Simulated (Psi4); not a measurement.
silver atom (Ag), doublet (core potentials on Ag); BHHLYP/def2-SVPD in Psi4 1.11.

Psi4 was given this input:
```
memory 2 GB

molecule mol {
0 2
  Ag    0.000000    0.000000    0.000000
}

set basis def2-svpd
set reference uks

energy('bhhlyp')
print_variables()
```

What the program printed (banner, timings and long lists left out):

```
   => Loading Basis Set <=

    Name: DEF2-SVPD
    Role: ORBITAL
    Keyword: BASIS

    !!!  WARNING: ECP capability is in beta. Please check occupations closely.  !!!

         ---------------------------------------------------------
                                   SCF
               by Justin Turney, Rob Parrish, Andy Simmonett
                          and Daniel G. A. Smith
                              UKS Reference
         ---------------------------------------------------------

  ==> Geometry <==

    Molecular point group: d2h
    Geometry (in Angstrom), charge = 0, multiplicity = 2:

       Center              X                  Y                   Z               Mass
    ------------   -----------------  -----------------  -----------------  -----------------
         AG           0.000000000000     0.000000000000     0.000000000000   106.905091600000

  Running in d2h symmetry.

  Rotational constants: A = ************  B = ************  C = ************ [cm^-1]
  Rotational constants: A = ************  B = ************  C = ************ [MHz]
  Nuclear repulsion =    0.000000000000000

  Charge       = 0
  Multiplicity = 2
  Electrons    = 19
  Nalpha       = 10
  Nbeta        = 9

  ==> Algorithm <==

  SCF Algorithm Type is DF.
  DIIS enabled.
  MOM disabled.
  Fractional occupation disabled.
  Guess Type is CORE.
  Energy threshold   = 1.00e-06
  Density threshold  = 1.00e-06
  Integral threshold = 1.00e-12

  ==> Primary Basis <==

  Basis Set: DEF2-SVPD
    Blend: DEF2-SVPD
    Number of shells: 12
    Number of basis functions: 34
    Number of Cartesian functions: 39
    Spherical Harmonics?: true
    Max angular momentum: 3

  Core potential: DEF2-SVPD
    Number of shells: 4
    Number of ECP primitives: 14
    Number of ECP core electrons: 28
    Max angular momentum: 3

  ==> DFT Potential <==

   => LibXC <=

    Version 7.1.2
    S. Lehtola, C. Steigemann, M. J. T. Oliveira, and M. A. L. Marques,  SoftwareX 7, 1–5 (2018) (10.1016/j.softx.2017.11.002)

   => Composite Functional: BHANDHLYP <=

    BHandHLYP Hyb-GGA Exchange-Correlation Functional

    A. D. Becke,  J. Chem. Phys. 98, 1372 (1993) (10.1063/1.464304)
    Defined through Gaussian implementation.

    Deriv               =              1
    GGA                 =           TRUE
    Meta                =          FALSE

    Exchange Hybrid     =           TRUE
    MP2 Hybrid          =          FALSE

   => Exchange Functionals <=

    0.5000         Becke 88

   => Exact (HF) Exchange <=

    0.5000               HF

   => Correlation Functionals <=

    1.0000   Lee, Yang & Parr

   => LibXC Density Thresholds  <==

    XC_HYB_GGA_XC_BHANDHLYP:  1.00E-15

   => Molecular Quadrature <=

    Radial Scheme          =       TREUTLER
    Pruning Scheme         =           NONE
    Nuclear Scheme         =       TREUTLER

    Blocking Scheme        =         OCTREE
    BS radius alpha        =              1
    Pruning alpha          =              1
    Radial Points          =             75
    Spherical Points       =            302
    Total Points           =          20832
    Total Blocks           =            235
    Max Points             =            255
    Max Functions          =             34
    Weights Tolerance      =       1.00E-15

   => Loading Basis Set <=

    Name: (DEF2-SVPD AUX)
    Role: JKFIT
    Keyword: DF_BASIS_SCF

  ==> Integral Setup <==

  SCF_SUBTYPE=INCORE selected. In-core MEM_DF algorithm will be used.
  Using in-core AOs.

  ==> MemDFJK: Density-Fitted J/K Matrices <==

    J tasked:                   Yes
    K tasked:                   Yes
    wK tasked:                   No
    Algorithm:                 Core
    Schwarz Cutoff:           1E-12
    Mask sparsity (%):       0.0000
    Fitting Condition:        1E-10

   => Auxiliary Basis Set <=

  Basis Set: (DEF2-SVPD AUX)
    Blend: DEF2-UNIVERSAL-JKFIT
    Number of shells: 49
    Number of basis functions: 255
[...]
    Occupation by irrep:
             Ag   B1g   B2g   B3g    Au   B1u   B2u   B3u
    DOCC [     3,    1,    1,    1,    0,    1,    1,    1 ]
    SOCC [     1,    0,    0,    0,    0,    0,    0,    0 ]
    NA   [     4,    1,    1,    1,    0,    1,    1,    1 ]
    NB   [     3,    1,    1,    1,    0,    1,    1,    1 ]

   @DF-UKS iter   2:  -124.46826190488075    1.82197e+01   2.69918e-01 ADIIS
   @DF-UKS iter   3:  -146.75619586664308   -2.22879e+01   3.29872e-02 DIIS/ADIIS
   @DF-UKS iter   4:  -146.82391869841675   -6.77228e-02   1.43991e-02 DIIS/ADIIS
   @DF-UKS iter   5:  -146.84241856272305   -1.84999e-02   2.59383e-03 DIIS/ADIIS
   @DF-UKS iter   6:  -146.84311315061157   -6.94588e-04   6.30347e-04 DIIS/ADIIS
   @DF-UKS iter   7:  -146.84315716069327   -4.40101e-05   7.20414e-05 DIIS
   @DF-UKS iter   8:  -146.84315773615606   -5.75463e-07   8.60871e-06 DIIS
   @DF-UKS iter   9:  -146.84315776812511   -3.19691e-08   2.64817e-06 DIIS
   @DF-UKS iter  10:  -146.84315777004684   -1.92173e-09   6.71408e-07 DIIS
  Energy and wave function converged.

  ==> Post-Iterations <==

   Electrons on quadrature grid:
      Nalpha   =   10.0000000000 ; deviation = -3.553e-15
      Nbeta    =    9.0000000000 ; deviation = -8.882e-15
      Ntotal   =   19.0000000000 ; deviation = -1.243e-14

   @Spin Contamination Metric:   4.642540893E-04
   @S^2 Expected:                7.500000000E-01
   @S^2 Observed:                7.504642541E-01
   @S   Expected:                5.000000000E-01
   @S   Observed:                5.000000000E-01

    Orbital Energies [Eh]
    ---------------------

    Alpha Occupied:

[...]
       4Ag    -0.213575

    Alpha Virtual:

[...]
    Beta Occupied:

[...]
    Beta Virtual:

[...]
       9Ag    53.374987

    Final Occupation by Irrep:
             Ag   B1g   B2g   B3g    Au   B1u   B2u   B3u
    DOCC [     3,    1,    1,    1,    0,    1,    1,    1 ]
    SOCC [     1,    0,    0,    0,    0,    0,    0,    0 ]
    NA   [     4,    1,    1,    1,    0,    1,    1,    1 ]
    NB   [     3,    1,    1,    1,    0,    1,    1,    1 ]

  @DF-UKS Final Energy:  -146.84315777004684

   => Energetics <=

    Nuclear Repulsion Energy =              0.0000000000000000
    One-Electron Energy =                -261.3342277810379528
    Two-Electron Energy =                 121.9068228081054883
    DFT Exchange-Correlation Energy =      -7.4157527971143864
    Empirical Dispersion Energy =           0.0000000000000000
    VV10 Nonlocal Energy =                  0.0000000000000000
    Total Energy =                       -146.8431577700468438

  UHF NO Occupations:
  HONO-2 :    1B1g 1.9999555
  HONO-1 :    3 Ag 1.9999555
  HONO-0 :    4 Ag 1.0000000
  LUNO+0 :    5 Ag 0.0000445
  LUNO+1 :    2B1g 0.0000445
  LUNO+2 :    2B3g 0.0000445
  LUNO+3 :    6 Ag 0.0000445

Computation Completed

Properties will be evaluated at   0.000000,   0.000000,   0.000000 [a0]

Properties computed using the SCF density matrix

 Multipole Moments:

 ------------------------------------------------------------------------------------
     Multipole            Electronic (a.u.)      Nuclear  (a.u.)        Total (a.u.)
 ------------------------------------------------------------------------------------

 L = 1.  Multiply by 2.5417464519 to convert [e a0] to [Debye]
 Dipole X            :          0.0000000            0.0000000            0.0000000
 Dipole Y            :          0.0000000            0.0000000            0.0000000
 Dipole Z            :          0.0000000            0.0000000            0.0000000
 Magnitude           :                                                    0.0000000

 ------------------------------------------------------------------------------------

  Variable Map:
  ----------------------------------------------------------------------------
[...]
  Array Variable Map:
  ----------------------------------------------------------------------------
[...]
[...]
```
